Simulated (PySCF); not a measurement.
## Fine-structure interval of Xe⁴⁹⁺ by level of theory

Xe⁴⁹⁺ [He] 2s2 2p1 [2p1/2^1, M_J = 1/2] → Xe⁴⁹⁺ [He] 2s2 2p1 [2p3/2^1, M_J = 3/2], as a difference of total energies. Calculation: PySCF 2.14, in an even-tempered Gaussian basis (17 s from 28 bohr⁻², ratio 2.4; 12 p from 37 bohr⁻², ratio 2.4; 5 d from 120 bohr⁻², ratio 2.6; 4 f from 180 bohr⁻², ratio 2.6); the two-component X2C-1e Hamiltonian. Correlated levels: nothing frozen; the 30 highest virtual spinors dropped. "Screened" scales the spin-orbit matrix elements by Boettger's factors to mimic the two-electron term; Breit and QED terms are absent.

| method | fine-structure interval (cm⁻¹) |
| --- | --- |
| GHF (screened spin-orbit) | 2941200 |
| GMP2 (screened spin-orbit) | 2930900 |
| GHF (bare spin-orbit) | 3060400 |
